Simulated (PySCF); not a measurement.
## Bonding in `C=C(SC)C(=O)C(F)(F)F`

Compound: C₅H₅F₃OS.
Numbering: `[CH2:1]=[C:2]([S:3][CH3:4])[C:5](=[O:6])[C:7]([F:8])([F:9])[F:10]` (hydrogens: H11, H12 on C1; H13, H14, H15 on C4)

Structure used (GFN2-xTB), in Å, numbered top down from 1:
```xyz
15
C5H5F3OS angstrom
C      0.774   -1.465    0.322
C     -0.007   -0.425   -0.010
S      0.537    1.103   -0.686
C      2.333    0.873   -0.763
C     -1.456   -0.571    0.210
O     -1.965   -1.497    0.782
C     -2.377    0.550   -0.355
F     -2.160    1.732    0.238
F     -3.660    0.246   -0.162
F     -2.210    0.725   -1.674
H      1.841   -1.471    0.200
H      0.317   -2.350    0.731
H      2.726    0.693    0.233
H      2.573    0.058   -1.440
H      2.730    1.805   -1.153
```

Bond orders from the PBE0/pcSseg-1 density (PySCF). One conformer (not necessarily the lowest) at the GFN2-xTB geometry, without solvent, vibrations or thermal averaging.

Question: How far do the computed orders between heavy atoms stray from the drawn ones?

Answer: The largest departure is 0.198, at C1–C2 (drawn double, 1.802).

Question: Set the Mayer orders of the bonds beside their lengths.

Answer: 
```tsv
bond	drawn as	length (Å)	Mayer order
C1–C2	double	1.343	1.802
C2–S3	single	1.757	1.066
S3–C4	single	1.813	1.006
C2–C5	single	1.473	0.928
C5–O6	double	1.201	2.049
C5–C7	single	1.558	0.917
C7–F8	single	1.340	0.976
C7–F9	single	1.332	1.025
C7–F10	single	1.341	0.988
C1–H11	single	1.073	0.950
C1–H12	single	1.077	0.925
C4–H13	single	1.086	0.939
C4–H14	single	1.086	0.939
C4–H15	single	1.086	0.952
```

Bonds between the same two heavy elements. C–C: lowest C5–C7 (0.917, 1.558 Å), highest C1–C2 (1.802, 1.343 Å). C–S: lowest S3–C4 (1.006, 1.813 Å), highest C2–S3 (1.066, 1.757 Å). C–F: lowest C7–F8 (0.976, 1.340 Å), highest C7–F9 (1.025, 1.332 Å).

Question: Sum the orders of all bonds at each heavy atom with more than one neighbour and set the sums beside the valence in the SMILES.

Answer: C1 3.677 (drawn 4), C2 3.796 (drawn 4), S3 2.072 (drawn 2), C4 3.836 (drawn 4), C5 3.894 (drawn 4), C7 3.906 (drawn 4). Orders between atoms that aren't bonded are not in these sums.

Mayer orders depend on the basis set.
